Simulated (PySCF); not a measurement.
# Correlation energy of Pt²⁺ (platinum, charge +2)

[Xe] 4f14 5d8, high-spin 3F determinant. Computed with PySCF 2.14 in x2c-TZVPPall with one added diffuse shell each of s, p, d, f type (12s8p8d4f1g, 113 functions), with scalar relativity by spin-free X2C-1e. Frozen: [Kr] 4d10 4f14; 16 electrons correlated.

```
  level  correlation energy (mhartree)
   CCSD                        -409.64
    (T)                          -9.65
CCSD(T)                        -419.29
```

Diagnostics: T1 = 0.0048, D1 = 0.0091, largest double amplitude 0.031.

Spin-orbit coupling, absent here, splits the open shell strongly.

Cost of the coupled-cluster step: roughly 40 core-seconds, for 16 correlated electrons.

Iterations:

```
CC2 = 0
CCSD nocc = (np.int64(9), np.int64(7)), nmo = (83, 83)
frozen orbitals [[0, 1, 2, 3, 4, 5, 6, 7, 8, 9, 10, 11, 12, 13, 14, 15, 16, 17, 18, 19, 20, 21, 22, 24, 25, 26, 27, 28, 29, 30], [0, 1, 2, 3, 4, 5, 6, 7, 8, 9, 10, 11, 12, 13, 14, 15, 16, 17, 18, 19, 20, 21, 22, 24, 25, 26, 27, 28, 29, 30]]
max_cycle = 100
direct = 0
conv_tol = 1e-08
conv_tol_normt = 1e-06
diis_space = 8
diis_start_cycle = 0
Init t2, MP2 energy = -0.40965003050075
Init E_corr(UCCSD) = -0.40965003050165
cycle = 1  E_corr(UCCSD) = -0.403613880018862  dE = 0.00603615048  norm(t1,t2) = 0.0398995
cycle = 2  E_corr(UCCSD) = -0.408932564143609  dE = -0.00531868412  norm(t1,t2) = 0.0120094
cycle = 3  E_corr(UCCSD) = -0.40919142479542  dE = -0.000258860652  norm(t1,t2) = 0.006275
cycle = 4  E_corr(UCCSD) = -0.409716272056293  dE = -0.000524847261  norm(t1,t2) = 0.00340504
cycle = 5  E_corr(UCCSD) = -0.409645441764108  dE = 7.08302922e-05  norm(t1,t2) = 0.00109646
cycle = 6  E_corr(UCCSD) = -0.409629735298438  dE = 1.57064657e-05  norm(t1,t2) = 0.000236888
cycle = 7  E_corr(UCCSD) = -0.409643696132483  dE = -1.3960834e-05  norm(t1,t2) = 6.87499e-05
cycle = 8  E_corr(UCCSD) = -0.409643474502405  dE = 2.21630078e-07  norm(t1,t2) = 1.19687e-05
cycle = 9  E_corr(UCCSD) = -0.409642822980383  dE = 6.51522022e-07  norm(t1,t2) = 2.65576e-06
cycle = 10  E_corr(UCCSD) = -0.409642893563401  dE = -7.05830178e-08  norm(t1,t2) = 5.40888e-07
cycle = 11  E_corr(UCCSD) = -0.409642907817707  dE = -1.42543061e-08  norm(t1,t2) = 1.52248e-07
cycle = 12  E_corr(UCCSD) = -0.409642905725857  dE = 2.09184964e-09  norm(t1,t2) = 3.9158e-08
UCCSD converged
E(UCCSD) = -18409.64752904284  E_corr = -0.4096429057258574
UCCSD(T) correction = -0.00964938637907169
```

This basis was not built for core-valence correlation, so the inner-shell part is incomplete.
